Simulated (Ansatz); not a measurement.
Reaction (ligand exchange at the Si–C bond): `C=C(Cl)[SiH2][SiH3]` + HI → `[SiH3][SiH2]I` + `C=CCl`

Program: Ansatz. Geometries: PBE0-D4/def2-TZVP. ΔE: electronic, gas phase. CCSD(T)/CBS is the MP2 limit (def2-TZVPP, def2-QZVPP) plus CCSD(T) − MP2 in def2-TZVPP, frozen cores. This one scheme is used for every species. DFT in def2-TZVPP. Elements past krypton have def2 core potentials. For I outer-core shells are correlated without core-valence functions, which leaves a few kJ/mol of doubt a bond. One conformer a species, not always the lowest.

```json
{"level": "PBE-D4", "ΔE (kcal/mol)": "-19.6"}
{"level": "PBE0-D4", "ΔE (kcal/mol)": "-20.5"}
{"level": "PBE0", "ΔE (kcal/mol)": "-21.5"}
{"level": "CCSD(T)/def2-TZVPP", "ΔE (kcal/mol)": "-18.7"}
```

What does CCSD(T)/CBS give? (Best estimate.)

Ansatz gave: -20.6 kcal/mol. The listed levels differ from it by 1.0, 0.1, -0.9, 1.9 kcal/mol.

Largest T1 diagnostic among the species: 0.012.

From PBE to PBE0 (25 % exact exchange), in def2-TZVPP and without D4, ΔE moves by −0.9 kcal/mol. The D4 term adds +1.5 kcal/mol with B3LYP and +0.9 kcal/mol with PBE0; it sums over pairs of atoms, weighted by their polarisabilities, and B3LYP, whose exchange is more repulsive, gets the larger term.

B3LYP here is the variant with VWN-RPA as its local correlation; programs differ in this.
